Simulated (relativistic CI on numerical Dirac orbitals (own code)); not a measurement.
**Os+: resonant inelastic scattering at the N6,7 edge**

Computed with this model: Dirac-Coulomb-Breit CI, KLI orbitals optimised for each configuration, QED by a radiative potential, valence Slater integrals scaled by 0.7, Kramers-Heisenberg scattering through one core-hole configuration in a parametric crystal field; configurations [Xe] 4f14 5d7 → [Xe] 4f13 5d8; 300 K; core-hole width 0.45 eV; summed over polarisations. Incident energies are the highest absorption maxima for each field (at most a few, so the weaker spin-orbit partner edge can be absent), on the computed scale of the free ion. Intensities are in per cent of the strongest line above 0.02 eV; levels within 1 cm⁻¹ are merged; final levels count from the ground level, the first row holds all elastic scattering, lines under 0.4 are left out and each table stops after 24 rows. The scale of the Slater integrals is a model choice and moves the terms in proportion. The configuration is assumed, with all valence electrons in the open shell; the free ion's ground configuration is another.

Field parameters in Wybourne normalisation: Oh B⁴₀ = 21Dq, B⁴₄ = √(5/14) B⁴₀. The field is a parameter set, without covalency.

S is read from ⟨S²⟩ = S(S + 1).

Oh, 10Dq = 4050 cm⁻¹:

| Final level (eV) | Degeneracy | Irrep | S | 48.1 eV | 50.5 eV |
| --- | --- | --- | --- | --- | --- |
| 0.000 | 2 | Γ6 | 1.44 | 593.0 | 48.4 |
| 0.069 | 4 | Γ8 | 1.40 | 100.0 | 10.0 |
| 0.229 | 4 | Γ8 | 1.34 | 68.1 | 5.1 |
| 0.765 | 4 | Γ8 | 1.31 | 6.6 | 9.2 |
| 0.901 | 2 | Γ6 | 1.46 | 7.1 | 38.5 |
| 0.921 | 4 | Γ8 | 1.26 | 4.6 | 12.1 |
| 1.012 | 2 | Γ7 | 1.33 | 0.1 | 1.1 |
| 1.215 | 4 | Γ8 | 1.09 | 2.6 | 2.5 |
| 1.270 | 4 | Γ8 | 0.92 | 1.6 | 11.0 |
| 1.437 | 4 | Γ8 | 0.86 | 3.5 | 6.2 |
| 1.523 | 2 | Γ7 | 1.36 | 0.4 | 0.4 |
| 1.568 | 4 | Γ8 | 1.18 | 1.7 | 3.3 |
| 1.664 | 2 | Γ6 | 0.65 | 11.1 | 19.5 |
| 1.685 | 4 | Γ8 | 1.47 | 0.7 | 9.5 |
| 1.804 | 2 | Γ6 | 0.90 | 0.8 | 1.0 |
| 1.889 | 4 | Γ8 | 0.72 | 1.0 | 1.1 |
| 1.897 | 2 | Γ6 | 0.88 | 5.5 | 3.9 |
| 2.099 | 4 | Γ8 | 0.68 | 1.7 | 1.5 |
| 2.168 | 4 | Γ8 | 0.61 | 4.9 | 1.0 |
| 2.231 | 2 | Γ6 | 0.52 | 1.9 | 2.0 |
| 2.455 | 4 | Γ8 | 0.93 | 0.4 | 0.6 |
| 2.533 | 4 | Γ8 | 0.76 | 0.3 | 2.4 |
| 2.602 | 2 | Γ6 | 0.89 | 0.5 | 0.2 |
| 2.861 | 2 | Γ6 | 0.59 | 0.4 | 0.2 |

Oh, 10Dq = 9100 cm⁻¹:

```tsv
Final level (eV)	Degeneracy	Irrep	S	47.5 eV	48.3 eV	51 eV
0.000	4	Γ8	1.15	295.4	464.7	41.1
0.012	2	Γ6	1.46	17.1	7.2	1.0
0.220	4	Γ8	1.34	45.3	100.0	9.4
0.648	2	Γ7	1.48	2.9	1.4	0.1
0.865	4	Γ8	1.13	4.3	7.2	6.2
0.988	4	Γ8	0.98	6.1	49.7	8.2
1.334	2	Γ7	1.04	0.8	2.3	6.2
1.347	2	Γ6	1.32	3.7	4.6	2.4
1.394	4	Γ8	1.17	7.9	8.9	6.7
1.546	4	Γ8	1.02	1.3	11.1	33.2
1.553	4	Γ8	0.97	8.4	7.3	3.5
1.751	2	Γ6	0.80	4.4	1.2	11.8
1.841	2	Γ7	1.28	0.4	1.2	1.6
1.941	2	Γ6	0.71	1.2	1.5	10.3
1.979	4	Γ8	1.07	1.1	6.0	7.3
2.173	2	Γ7	1.14	0.1	0.4	2.0
2.180	4	Γ8	1.24	0.4	1.7	2.0
2.391	4	Γ8	1.21	0.2	0.7	2.3
2.397	2	Γ6	0.96	0.8	2.9	5.6
2.545	4	Γ8	0.91	1.1	3.1	6.0
2.597	2	Γ7	0.70	0.1	0.4	0.3
2.710	4	Γ8	0.80	0.4	2.2	2.9
2.752	2	Γ6	0.65	0.6	1.9	3.9
2.888	4	Γ8	0.93	0.2	0.4	1.0
```

Oh, 10Dq = 14200 cm⁻¹:

| Final level (eV) | Degeneracy | Irrep | S | 47.8 eV | 48.5 eV | 51.2 eV |
| --- | --- | --- | --- | --- | --- | --- |
| 0.000 | 4 | Γ8 | 0.77 | 246.3 | 591.1 | 112.4 |
| 0.410 | 2 | Γ6 | 1.47 | 7.1 | 3.1 | 0.6 |
| 0.587 | 4 | Γ8 | 1.42 | 52.6 | 25.3 | 3.4 |
| 1.013 | 2 | Γ7 | 1.49 | 1.8 | 0.7 | 0.2 |
| 1.112 | 4 | Γ8 | 1.35 | 15.8 | 4.9 | 13.1 |
| 1.501 | 4 | Γ8 | 0.72 | 12.5 | 100.0 | 16.9 |
| 1.851 | 2 | Γ7 | 0.70 | 2.6 | 8.9 | 23.6 |
| 1.875 | 4 | Γ8 | 0.65 | 28.9 | 8.7 | 42.5 |
| 1.946 | 2 | Γ6 | 0.71 | 5.0 | 1.4 | 7.2 |
| 2.133 | 4 | Γ8 | 0.80 | 12.2 | 57.3 | 62.5 |
| 2.381 | 2 | Γ6 | 0.72 | 1.4 | 2.3 | 19.0 |
| 2.383 | 4 | Γ8 | 1.42 | 0.5 | 0.3 | 2.2 |
| 2.486 | 2 | Γ6 | 1.30 | 1.2 | 0.3 | 1.6 |
| 2.670 | 2 | Γ7 | 1.37 | 0.3 | 0.7 | 3.4 |
| 2.710 | 4 | Γ8 | 1.28 | 1.0 | 2.9 | 1.9 |
| 2.903 | 2 | Γ7 | 1.01 | 0.2 | 1.1 | 8.3 |
| 3.053 | 4 | Γ8 | 1.12 | 0.6 | 0.9 | 2.7 |
| 3.324 | 4 | Γ8 | 1.15 | 0.2 | 0.3 | 0.5 |
| 3.345 | 2 | Γ6 | 1.02 | 0.5 | 0.2 | 0.3 |
| 3.380 | 2 | Γ7 | 1.11 | 0.1 | 0.7 | 0.5 |
| 3.454 | 4 | Γ8 | 1.01 | 1.0 | 1.9 | 1.7 |
| 3.698 | 4 | Γ8 | 0.79 | 0.4 | 0.8 | 0.8 |
| 3.796 | 4 | Γ8 | 0.85 | 0.1 | 0.4 | 0.5 |
| 3.868 | 2 | Γ7 | 0.52 | 0.1 | 0.7 | 1.5 |

For the first field the strongest loss at the lowest incident energy is the level at 0.07 eV (S = 1.40, against 1.43 in the thermal ground state). Levels of other spin, the first over 8 % at 1.66 eV, appear because spin-orbit coupling of the core hole, and in heavier ions of the valence shell too, mixes spins.
